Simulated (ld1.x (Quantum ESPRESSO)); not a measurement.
# Reading a pseudo-wave (phosphorus (P))

Columns: radius, all-electron u(r) and pseudo u(r) of the 3p shell (level -5.48 eV) of phosphorus in the configuration [Ne] 3s2 3p3; PBEsol, scalar-relativistic, TM scheme, ld1.x (Quantum ESPRESSO) 7.5.

```json
{"r (bohr)": "0.070", "all-electron": "0.0795", "pseudo": "-0.0076"}
{"r (bohr)": "0.140", "all-electron": "0.1943", "pseudo": "-0.0292"}
{"r (bohr)": "0.210", "all-electron": "0.2706", "pseudo": "-0.0612"}
{"r (bohr)": "0.280", "all-electron": "0.2973", "pseudo": "-0.0988"}
{"r (bohr)": "0.350", "all-electron": "0.2821", "pseudo": "-0.1363"}
{"r (bohr)": "0.420", "all-electron": "0.2365", "pseudo": "-0.1695"}
{"r (bohr)": "0.490", "all-electron": "0.1711", "pseudo": "-0.1962"}
{"r (bohr)": "0.560", "all-electron": "0.0945", "pseudo": "-0.2167"}
{"r (bohr)": "0.630", "all-electron": "0.0128", "pseudo": "-0.2334"}
{"r (bohr)": "0.700", "all-electron": "-0.0696", "pseudo": "-0.2499"}
{"r (bohr)": "0.770", "all-electron": "-0.1496", "pseudo": "-0.2696"}
{"r (bohr)": "0.840", "all-electron": "-0.2253", "pseudo": "-0.2956"}
{"r (bohr)": "0.910", "all-electron": "-0.2954", "pseudo": "-0.3297"}
{"r (bohr)": "0.980", "all-electron": "-0.3593", "pseudo": "-0.3719"}
{"r (bohr)": "1.050", "all-electron": "-0.4168", "pseudo": "-0.4197"}
{"r (bohr)": "1.120", "all-electron": "-0.4679", "pseudo": "-0.4682"}
{"r (bohr)": "1.190", "all-electron": "-0.5128", "pseudo": "-0.5128"}
{"r (bohr)": "1.260", "all-electron": "-0.5514", "pseudo": "-0.5514"}
{"r (bohr)": "1.330", "all-electron": "-0.5841", "pseudo": "-0.5841"}
{"r (bohr)": "1.400", "all-electron": "-0.6112", "pseudo": "-0.6112"}
{"r (bohr)": "1.470", "all-electron": "-0.6331", "pseudo": "-0.6331"}
{"r (bohr)": "1.540", "all-electron": "-0.6503", "pseudo": "-0.6503"}
{"r (bohr)": "1.610", "all-electron": "-0.6631", "pseudo": "-0.6631"}
{"r (bohr)": "1.680", "all-electron": "-0.6719", "pseudo": "-0.6719"}
{"r (bohr)": "1.750", "all-electron": "-0.6771", "pseudo": "-0.6771"}
{"r (bohr)": "1.820", "all-electron": "-0.6793", "pseudo": "-0.6793"}
```

How many radial nodes do the two functions have?

The all-electron 3p function has n − l − 1 = 1; the pseudo-wave has 0, since the states of the same l below it are removed with the core.

At about which radius was the pseudo-wave matched?

1.20 bohr. The columns agree to 0.0005 from 1.12 bohr on; several derivatives are matched, so the curves merge somewhat inside the radius.

Is the pseudo-wave norm-conserving?

Yes: the TM scheme keeps the norm inside the radius equal to the all-electron one, which fixes the energy derivative of the logarithmic derivative at the level.
